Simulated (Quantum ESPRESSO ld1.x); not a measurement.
The numbers below are computed, except where a source is named.
All-electron atom: Te VI in [Kr] 4d10 5s1. Code: ld1.x of Quantum ESPRESSO 7.5. Model: scalar-relativistic Kohn-Sham, LDA (Slater exchange, Perdew-Zunger correlation), spin-polarised, spherical densities, point nucleus; open shells are filled with parallel spins first. Some entries of the table are withheld. Estimate them.

orbital  occ.  eigenvalue (Ry)  <r^2> (bohr^2)  <1/r> (bohr^-1)
1s up       1         -2326.46        0.001050            55.52
1s down     1         -2326.46        0.001050            55.52
2s up       1         -360.496         0.01696            12.71
2s down     1         -360.493         0.01696            12.71
2p up       3         -324.247         0.01341            12.18
2p down     3         -324.244         0.01341            12.18
3s up       1         -75.1550          0.1190            4.538
3s down     1         -75.1503          0.1190            4.538
3p up       3         -63.3696          0.1192            4.319
3p down     3         -63.3649          0.1192            4.319
3d up       5         -45.4967          0.1044            4.087
3d down     5         -45.4924          0.1044            4.087
4s up       1         -16.3191          0.6588            1.829
4s down     1         -16.3090          0.6580            1.829
4p up       3              (1)          0.7639            1.672
4p down     3              (2)          0.7620            1.673
4d up       5         -7.28762           1.065              (3)
4d down     5         -7.26479           1.055              (4)
5s up       1         -4.86282           3.628           0.7273
5s down     0         -4.76711           3.623           0.7298

Answer. 
(1) 4p up eigenvalue (Ry): -12.6507
(2) 4p down eigenvalue (Ry): -12.6382
(3) 4d up <1/r> (bohr^-1): 1.388
(4) 4d down <1/r> (bohr^-1): 1.392
